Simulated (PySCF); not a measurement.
Ligand exchange on a metal centre used in film growth or etching (Hf F-OH). All species are isolated molecules in the gas phase. One relaxed conformer stands for each flexible species; it need not be the lowest.

These are PySCF 2.14.0 with PBE-D3(BJ)/def2-TZVP // BP86-D3(BJ)/def2-SVP values and carry that method's errors. 

| species | HOMO–LUMO gap (eV) | coordination number | HOMO (eV) |
|---|---|---|---|
| 0 of 4 F replaced by OH ([Hf(F)4]) | 8.37 | 4 | -10.09 |
| 1 of 4 F replaced by OH | 7.07 | 4 | [?] |
| 2 of 4 F replaced by OH ([Hf(F)2(OH)2]) | 6.69 | 4 | [?] |
| 3 of 4 F replaced by OH | 6.29 | 4 | -7.15 |
| 4 of 4 F replaced by OH | 6.09 | 4 | [?] |

Fill in the missing entries.


- 1 of 4 F replaced by OH, HOMO (eV): -8.43
- 2 of 4 F replaced by OH ([Hf(F)2(OH)2]), HOMO (eV): -7.79
- 4 of 4 F replaced by OH, HOMO (eV): -6.71
